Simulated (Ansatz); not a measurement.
CH8SeSi, closed shell: at the start structure of a reaction step.

The input file, in.yaml:

```yaml
crystal:
  periodic: [false, false, false]
  atoms:
    - {symbol: Si, position_ang: [-0.212469, 0.265162, 0.260873]}
    - {symbol: H, position_ang: [0.738347, -0.879381, 0.306319]}
    - {symbol: H, position_ang: [-1.546109, -0.242835, -0.155097]}
    - {symbol: H, position_ang: [0.270300, 1.237622, -0.755552]}
    - {symbol: C, position_ang: [-0.318518, 1.081154, 1.943272]}
    - {symbol: H, position_ang: [0.361582, -2.661015, -2.325233]}
    - {symbol: Se, position_ang: [0.182948, -1.508353, -3.214640]}
    - {symbol: H, position_ang: [-0.670077, 0.373591, 2.697646]}
    - {symbol: H, position_ang: [-1.011697, 1.925196, 1.922234]}
    - {symbol: H, position_ang: [0.658902, 1.453834, 2.257961]}
    - {symbol: H, position_ang: [1.546791, -1.045174, -2.937785]}
basis:
  gaussian: {orbitals: def2-TZVPP}
hamiltonian: {xc: {name: wB97X-V}}
```

Launched with

```bash
ansatz run in.yaml --threads 4 --pin off --events-out ev --progress --plain --max-ram 9574MiB
```

The run's output (Ansatz 0.2.0):

```
Functional definition: wB97X-V
  name "wB97X-V"
  cite "Mardirossian & Head-Gordon, Phys. Chem. Chem. Phys. 16, 9904 (2014) doi:10.1039/C3CP54374A"
  cite "Becke, J. Chem. Phys. 107, 8554 (1997) doi:10.1063/1.475007"
  cite "Vydrov & Van Voorhis, J. Chem. Phys. 133, 244103 (2010) doi:10.1063/1.3521275"
  parameter omega = 0.3/bohr
  parameter cx = 0.167
  parameter cx1 = 0.603
  parameter cx2 = 1.194
  parameter css0 = 0.556
  parameter css1 = -0.257
  parameter cos0 = 1.219
  parameter cos1 = -1.850
  parameter b = 6.0
  parameter c = 0.01
  exchange = spin_sum(e_x_unif_sr(omega)*poly(b97_u_x, 1 - cx, cx1, cx2)) + cx*exact_x_sr(omega) + exact_x_lr(omega)
  correlation = spin_sum(e_c_pw_same_spin*poly(b97_u_same, css0, css1))
      + integral(e_c_pw_opposite_spin*poly(b97_u_opposite, cos0, cos1)) + vv10(b, c)
1352 factors; their error is unknown
320 factors; integrals over basis functions are off by at most 1.1e-5 eV
mean field evaluation 1: about -74384.9313 eV, gradient 3.4e1 eV
mean field evaluation 2: about -74386.3024 eV, gradient 2.3e1 eV
mean field evaluation 4: about -74387.5477 eV, gradient 4.4e-1 eV
mean field evaluation 8: about -74387.8262 eV, gradient 7.4e-2 eV
mean field evaluation 16: about -74387.8262 eV, gradient 7.4e-6 eV
mean field -74387.82622328 eV, -2733.7021918261 hartree, gradient 7.4e-6 eV, S^2 0.000000; 0 other end points of the search recorded, 0 dependent functions left out
reference -74387.82622096 eV, -2733.7021917408 hartree; 31, 31 occupied and 202, 202 virtual orbitals, 1352 factors
Total energy: -74387.82622096 eV, -2733.7021917408 hartree
```

The lines “mean field evaluation” count trial sets of orbitals through the whole run, from several starts and some on an approximate energy, so they need not fall steadily or lie above the final value.

Hardware: 4 CPU threads of an Arm Neoverse V1, shared host. Wall time about 6 s.
